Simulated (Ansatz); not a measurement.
A set of 12 reactions (ligand exchange), with CCSD(T)/CBS values in kJ/mol:

| reaction | ΔE |
| --- | --- |
| `[SiH3][SiH]1BN1` + NH₃ → `N[SiH]1BN1` + SiH₄ | -57.6 |
| `[InH2][I]` + `N=C(O)O` → `N=C(O)[O][InH2]` + HI | 97.7 |
| `[Cl][GaH][GeH3]` + `CC=N` → `C/C=[N]\[GeH3]` + `[Cl][GaH2]` | 51.3 |
| `[BH2][Zn][F]` + `NCCN` → `BNCCN` + `[F][ZnH]` | -174.9 |
| `FB(S)S` + `O[SiH3]` → `[SiH3]OB(S)S` + H–F | 0.6 |
| `B[CH2][AlH][OH]` + `O[SiH3]` → `BO[SiH3]` + `[CH3][AlH][OH]` | -98.2 |
| `CC[SiH2]I` + H₂S → `CC[SiH2]S` + HI | 34.6 |
| `O=C[SiH2]F` + PH₃ → `F[SiH2]P` + `C=O` | -38.7 |
| `FB[SiH3]` + `[AsH3]` → `FB[AsH2]` + SiH₄ | -42.7 |
| `N[SiH2]C(F)[SiH3]` + `N=C(F)S` → `N=C(F)S[SiH2]N` + `FC[SiH3]` | -74.0 |
| `[Cl][InH][GeH3]` + `N=C=O` → `O=C=[N][InH][Cl]` + GeH₄ | -11.9 |
| `C[SiH](N)Br` + H–F → `N[SiH](F)Br` + CH₄ | -142.0 |

Gas-phase electronic energies from Ansatz, PBE0-D4/def2-TZVP geometries. CCSD(T)/CBS is the MP2 limit (def2-TZVPP, def2-QZVPP) plus CCSD(T) − MP2 in def2-TZVPP, frozen cores. This one scheme is used for every species. DFT in def2-TZVPP. B3LYP here is the variant with VWN-RPA as its local correlation; programs differ in this. def2 core potentials past Kr. For As, Br, Ga, Ge, I, In, Zn outer-core shells are correlated without core-valence functions, which leaves a few kJ/mol of doubt a bond. Scalar relativity is left out up to krypton. Each species was taken in one conformer, which may not be the lowest.

(1) Give the mean, mean absolute and largest difference (level minus CCSD(T)/CBS, kJ/mol) for: PBE-D4, PBE0-D4, ωB97X-V, ωB97M-V, B2PLYP, PBE, r2SCAN, PBE0, B3LYP, HF/def2-TZVPP, CCSD(T)/def2-TZVPP, MP2/def2-QZVPP, SCS-MP2/def2-QZVPP, CCSD/CBS(def2). (Best estimate.)

The largest T1 diagnostic in the set is 0.018, for `N=C=O` (customary mark 0.02).

CCSD(T)/CBS is a level of theory with its own doubt, and the functionals carry their triple-zeta basis error, so these figures describe this set and don't rank the functionals.

Answers

(1) Ansatz gave: 
```csv
level,mean,mean absolute,largest
PBE-D4,5.5,7.3,18.3
PBE0-D4,4.1,6.1,12.3
ωB97X-V,-0.4,3.1,10.0
ωB97M-V,0.0,3.6,9.5
B2PLYP,-1.2,4.2,11.4
PBE,6.3,7.5,18.5
r2SCAN,1.5,4.5,13.9
PBE0,4.8,6.5,13.0
B3LYP,1.2,6.3,17.8
HF/def2-TZVPP,-4.3,11.3,-23.7
CCSD(T)/def2-TZVPP,-1.4,2.7,-5.6
MP2/def2-QZVPP,-2.5,3.8,-7.4
SCS-MP2/def2-QZVPP,-3.4,4.3,-10.2
CCSD/CBS(def2),0.2,1.6,-3.2
```
